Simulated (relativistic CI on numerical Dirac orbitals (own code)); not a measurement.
## Transition arrays of Tc²⁴⁺

Method of calculation: Dirac-Coulomb-Breit CI, KLI orbitals optimised for each configuration, a model potential for QED, valence Slater integrals scaled by 0.9, whole transition arrays (own radial code, finite nucleus).

Configuration list (outside the closed core [Ne] 3s2): 3p6 3d, 3p6 4f, 3p5 3d2, 3p6 4p, 3p6 5f. Levels of other configurations are missing.

All E1 lines from the levels of 3p6 3d; mean and standard deviation are weighted by gf, and upper levels are sorted by their leading configuration.

| Upper configuration | Lines | Σgf | Mean (eV) | Mean (nm) | σ (eV) | Strongest line (nm) |
| --- | --- | --- | --- | --- | --- | --- |
| 3p6 4f | 3 | 8.8 | 611.06 | 2.029 | 2.33 | 2.035 |
| 3p5 3d2 | 60 | 16.4 | 173.65 | 7.140 | 11.71 | 6.893 |
| 3p6 4p | 3 | 0.3 | 507.65 | 2.442 | 2.23 | 2.438 |
| 3p6 5f | 3 | 2.1 | 811.30 | 1.528 | 2.42 | 1.532 |

Σgf per state of the lower configuration in bins of 0.2 nm over the central range (centre: value): 1.5: 0.21, 2.1: 0.88, 2.5: 0.03, 6.7: 0.28, 6.9: 0.67, 7.1: 0.31, 7.3: 0.03, 7.7: 0.18, 7.9: 0.03, 8.3: 0.03, 8.7: 0.07.

Q: How do configuration mixing and the scaling of the Slater integrals move the arrays?

A: Slater scale 0.9, no configuration mixing: 3p6 4f 610.7 ± 2.3 eV (Σgf 8.2), 3p5 3d2 173.7 ± 11.6 eV (Σgf 16.6), 3p6 4p 507.6 ± 2.2 eV (Σgf 0.4), 3p6 5f 811.2 ± 2.4 eV (Σgf 1.9); Slater scale 1: 3p6 4f 611.1 ± 2.3 eV (Σgf 8.9), 3p5 3d2 177.1 ± 12.2 eV (Σgf 16.6), 3p6 4p 507.7 ± 2.2 eV (Σgf 0.3), 3p6 5f 811.3 ± 2.4 eV (Σgf 2.1); Slater scale 0.8: 3p6 4f 611.0 ± 2.3 eV (Σgf 8.8), 3p5 3d2 170.2 ± 11.3 eV (Σgf 16.1), 3p6 4p 507.6 ± 2.2 eV (Σgf 0.3), 3p6 5f 811.3 ± 2.4 eV (Σgf 2.1). With mixing, levels are counted to their leading configuration, so an array can shrink or vanish into another, and the sums then hold other lines.
